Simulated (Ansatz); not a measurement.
Species: C₂H₁₀O₂Si₂, net charge 0, singlet state. 
Coordinates optimised at B3LYP-D3(BJ)/def2-TZVP (Ansatz, a first-principles code):
```
Si
O 1 1.6772
H 2 0.9608 1 119.15
C 1 1.8748 2 110.88 3 -62.88
H 4 1.0913 1 111.22 2 -55.86
H 4 1.0932 5 107.83 1 121.39
H 4 1.0936 5 108.20 6 115.97
C 1 1.8755 2 110.38 3 58.31
H 8 1.0914 1 111.27 2 56.61
H 8 1.0929 9 107.83 1 -121.43
H 8 1.0938 9 108.14 10 -116.00
Si 1 2.3560 2 98.09 3 177.32
O 12 1.6614 1 105.92 2 -17.47
H 13 0.9637 12 113.79 1 16.76
H 12 1.4844 13 108.17 14 138.78
H 12 1.4884 15 106.80 13 -119.28
```

Wanted: atomisation energy (electronic, to ground-state atoms), in kcal/mol. Valence correlation only, unless marked. UHF or UKS for open shells. Spin-orbit coupling is left out. Non-relativistic. The coupled-cluster limit lacks core correlation, which all-electron functionals hold. CBS(X,Y): correlation extrapolated as X^-3; Hartree-Fock from the larger set.

```json
[
 {"level": "revPBE-D4/def2-TZVPD", "program": "Ansatz + dftd4", "atomisation energy (kcal/mol)": "…"},
 {"level": "PBE0/def2-TZVPD", "program": "Ansatz", "atomisation energy (kcal/mol)": "1400.7"},
 {"level": "BHLYP/def2-TZVPD", "program": "Ansatz", "atomisation energy (kcal/mol)": "1369.2"},
 {"level": "HSE06-D4/def2-TZVPD", "program": "Ansatz + dftd4", "atomisation energy (kcal/mol)": "1409.0"},
 {"level": "HSE06/def2-TZVPD", "program": "Ansatz", "atomisation energy (kcal/mol)": "1402.0"},
 {"level": "LC-wPBE-D3(BJ)/def2-TZVPD", "program": "Ansatz + dftd3", "atomisation energy (kcal/mol)": "1415.3"},
 {"level": "LC-wPBE-D4/def2-TZVPD", "program": "Ansatz + dftd4", "atomisation energy (kcal/mol)": "1416.1"},
 {"level": "wB97X/def2-TZVPD", "program": "Ansatz", "atomisation energy (kcal/mol)": "…"},
 {"level": "B2PLYP-D4/def2-TZVPD", "program": "Ansatz + dftd4", "atomisation energy (kcal/mol)": "…"},
 {"level": "SCS-MP2/6-31G*", "program": "Ansatz", "atomisation energy (kcal/mol)": "1270.8"},
 {"level": "SCS-MP2/cc-pV(Q+d)Z", "program": "Ansatz", "atomisation energy (kcal/mol)": "1423.7"},
 {"level": "CCSD/cc-pV(D+d)Z", "program": "Ansatz", "atomisation energy (kcal/mol)": "1286.0"},
 {"level": "CCSD/cc-pV(T+d)Z", "program": "Ansatz", "atomisation energy (kcal/mol)": "…"},
 {"level": "CCSD(T) with core electrons (1s frozen past Ne)/cc-pwCVTZ", "program": "Ansatz", "atomisation energy (kcal/mol)": "1388.4"},
 {"level": "CCSD(T)/CBS(cc-pV(T+d)Z,cc-pV(Q+d)Z)", "program": "Ansatz", "atomisation energy (kcal/mol)": "1422.1"}
]
```

Task: Complete the blanks.

Result: 
- revPBE-D4/def2-TZVPD, atomisation energy (kcal/mol): 1395.8
- wB97X/def2-TZVPD, atomisation energy (kcal/mol): 1414.2
- B2PLYP-D4/def2-TZVPD, atomisation energy (kcal/mol): 1400.0
- CCSD/cc-pV(T+d)Z, atomisation energy (kcal/mol): 1365.7
